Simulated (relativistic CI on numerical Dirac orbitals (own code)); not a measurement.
Level scheme of Pd XLV

Computed by Dirac-Coulomb-Breit CI, orbitals from a KLI potential per configuration, a model potential for QED, unscaled Slater integrals (own radial code, finite nucleus).

Configurations in the expansion: 1s², 1s2s, 1s2p, 1s3s, 1s3p, 1s3d, 1s4s, 1s4p, 1s4d, 1s4f, 1s5s, 1s5p, 1s5d, 1s5f, 1s5g, 1s6s, 1s6p, 1s6d. Levels of other configurations are missing.

```tsv
No.	Configuration	Term	J	E (10³ cm⁻¹)	%	Next component (%)	Landé g	jj configuration (%)
1	1s²	¹S	0	0	100			closed (100)
2	1s2s	³S	1	173863	100		1.954	1s 2s (100)
3	1s2p	³P°	1	174376	73	27 ¹P°	1.319	1s 2p1/2 (99)
4	1s2p	³P°	0	174378	100			1s 2p1/2 (100)
5	1s2s	¹S	0	174401	100			1s 2s (100)
6	1s2p	³P°	2	175924	100		1.471	1s 2p3/2 (100)
7	1s2p	¹P°	1	176166	73	27 ³P°	1.136	1s 2p3/2 (99)
8	1s3s	³S	1	206495	100		1.960	1s 3s (100)
9	1s3p	³P°	1	206636	73	27 ¹P°	1.322	1s 3p1/2 (100)
10	1s3p	³P°	0	206636	100			1s 3p1/2 (100)
11	1s3s	¹S	0	206639	100			1s 3s (100)
12	1s3p	³P°	2	207096	100		1.477	1s 3p3/2 (100)
13	1s3d	³D	2	207156	61	39 ¹D	1.077	1s 3d3/2 (100)
14	1s3d	³D	1	207163	100		0.510	1s 3d3/2 (100)
15	1s3p	¹P°	1	207165	73	27 ³P°	1.147	1s 3p3/2 (100)
16	1s3d	³D	3	207306	100		1.316	1s 3d5/2 (100)
17	1s3d	¹D	2	207314	61	39 ³D	1.071	1s 3d5/2 (100)
18	1s4s	³S	1	217791	100		1.961	1s 4s (100)
19	1s4p	³P°	1	217848	73	27 ¹P°	1.323	1s 4p1/2 (100)
20	1s4p	³P°	0	217848	100			1s 4p1/2 (100)
21	1s4s	¹S	0	217849	100			1s 4s (100)
22	1s4p	³P°	2	218042	100		1.479	1s 4p3/2 (100)
23	1s4d	³D	2	218067	61	39 ¹D	1.080	1s 4d3/2 (100)
24	1s4d	³D	1	218070	100		0.514	1s 4d3/2 (100)
25	1s4p	¹P°	1	218070	73	27 ³P°	1.151	1s 4p3/2 (100)
26	1s4d	³D	3	218130	100		1.318	1s 4d5/2 (100)
27	1s4f	³F°	3	218132	57	43 ¹F°	1.032	1s 4f5/2 (100)
28	1s4f	³F°	2	218133	100		0.675	1s 4f5/2 (100)
29	1s4d	¹D	2	218134	61	39 ³D	1.074	1s 4d5/2 (100)
30	1s4f	³F°	4	218163	100		1.238	1s 4f7/2 (100)
31	1s4f	¹F°	3	218165	57	43 ³F°	1.042	1s 4f7/2 (100)
32	1s5s	³S	1	222978	100		1.962	1s 5s (100)
33	1s5p	³P°	1	223007	73	27 ¹P°	1.324	1s 5p1/2 (100)
34	1s5p	³P°	0	223007	100			1s 5p1/2 (100)
35	1s5s	¹S	0	223007	100			1s 5s (100)
36	1s5p	³P°	2	223106	100		1.480	1s 5p3/2 (100)
37	1s5d	³D	2	223118	61	39 ¹D	1.081	1s 5d3/2 (100)
38	1s5d	³D	1	223120	100		0.515	1s 5d3/2 (100)
39	1s5p	¹P°	1	223120	73	27 ³P°	1.153	1s 5p3/2 (100)
40	1s5d	³D	3	223151	100		1.319	1s 5d5/2 (100)
41	1s5f	³F°	3	223152	57	43 ¹F°	1.033	1s 5f5/2 (100)
42	1s5f	³F°	2	223152	100		0.676	1s 5f5/2 (100)
43	1s5d	¹D	2	223153	61	39 ³D	1.075	1s 5d5/2 (100)
44	1s5f	³F°	4	223168	100		1.239	1s 5f7/2 (100)
45	1s5g	³G	4	223168	55	45 ¹G	1.016	1s 5g7/2 (100)
```

Energies count from the lowest computed level; ° marks odd parity. Filled j subshells are mostly left out of the jj labels.

The mean weight of the leading LS term, summed over parents, in these 45 levels is 86 %, and that of the leading jj configuration (from the same eigenvectors) 100 %, so jj coupling describes them better and the LS labels are nominal.

At this charge energies of transitions that change n are usually good to better than 1 %, and those within a shell (Δn = 0) to a few per cent.

LS names give the leading component of a level, which can be under half, so a name can repeat, a term be missing and a line seem to break the LS rules.
